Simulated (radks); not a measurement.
Valence configurations of Te (all share [Kr]). Calculated with a radial shooting solver on a logarithmic mesh with Libxc functionals: Dirac Kohn-Sham, BLYP, spin-unpolarised, spherical densities, point nucleus; open shells are shared between the two j in proportion to 2j + 1. Energies are relative to 4d10 5s2 5p4; eigenvalues in eV.

valence           E (eV)  e(4d3/2)  e(4d5/2)  e(5p1/2)  e(5p3/2)  e(5s1/2)
4d10 5s2 5p4       0.000   -42.257   -40.788    -6.348    -5.548   -14.977
4d10 5s1.5 5p4.5   4.609   -42.929   -41.458    -6.634    -5.812   -15.359
4d10 5s1 5p5       9.272   -43.585   -42.111    -6.912    -6.069   -15.728
4d9.5 5s2 5p4.5   18.425   -45.381   -43.879    -6.920    -6.048   -15.897
4d10 5p6          18.751   -44.855   -43.377    -7.445    -6.561         -
4d9.5 5s1.5 5p5   23.230   -46.030   -44.526    -7.197    -6.304   -16.262
4d9 5s2 5p5       38.141   -48.502   -46.967    -7.486    -6.544   -16.798
4d9 5s1 5p6       48.176   -49.748   -48.209    -8.018    -7.035   -17.492
4d8 5s2 5p6       81.451   -54.744   -53.143    -8.608    -7.525   -18.553

NIST lists [Kr] 4d10 5s2 5p4 as the ground configuration; this level of theory agrees among the configurations tried. The energies are those of spherical spin-averaged densities, not of single terms.
